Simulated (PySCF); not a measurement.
# Shapes and spin states of [Pb3O]+

Method: PySCF, B3LYP, basis O def2-SVP, Pb def2-SVP with ECP60 (scalar-relativistic core potentials, no spin–orbit coupling, density fitting).

Relaxations began from a few typed shapes and spin states; open shells are unrestricted. The search is not exhaustive: other isomers or separated fragments can lie lower, and high-lying points may rest on an excited occupation.

```
   spin  group                                                bonds                                                                                      angles  imaginary modes (cm⁻¹)  ΔE (kJ/mol)  ΔE with ZPE (kJ/mol)
doublet     Cs  O–Pb 2.176 Å (×2), O–Pb 2.479 Å, Pb–Pb 3.102 Å (×2)  O–Pb–Pb 44.2° (×2), O–Pb–Pb 52.5° (×2), Pb–O–Pb 83.3° (×2), Pb–O–Pb 145.6°, Pb–Pb–Pb 84.2°                    none          0.0                   0.0
doublet    C2v  O–Pb 2.165 Å (×2), O–Pb 2.481 Å, Pb–Pb 3.101 Å (×2)  O–Pb–Pb 43.9° (×2), O–Pb–Pb 52.6° (×2), Pb–O–Pb 83.5° (×2), Pb–O–Pb 166.9°, Pb–Pb–Pb 87.8°               107i, 70i          4.8                     –
doublet    C2v       O–Pb 2.229 Å, O–Pb 2.248 Å (×2), Pb–Pb 3.107 Å                                      O–Pb–Pb 46.3° (×2), Pb–O–Pb 87.4°, Pb–O–Pb 136.3° (×2)                    none         37.7                  38.0
quartet    C2v  O–Pb 2.177 Å (×2), O–Pb 2.388 Å, Pb–Pb 3.344 Å (×2)  O–Pb–Pb 40.5° (×2), O–Pb–Pb 45.4° (×2), Pb–O–Pb 94.1° (×2), Pb–O–Pb 171.9°, Pb–Pb–Pb 81.0°                     80i         89.0                     –
```

The lowest minimum found is the doublet Cs: O–Pb 2.176 Å (×2), O–Pb 2.479 Å, Pb–Pb 3.102 Å (×2); O–Pb–Pb 44.2° (×2), O–Pb–Pb 52.5° (×2), Pb–O–Pb 83.3° (×2), Pb–O–Pb 145.6°, Pb–Pb–Pb 84.2°.

For the lowest minimum: spin–orbit coupling, left out here, can matter for elements this heavy.
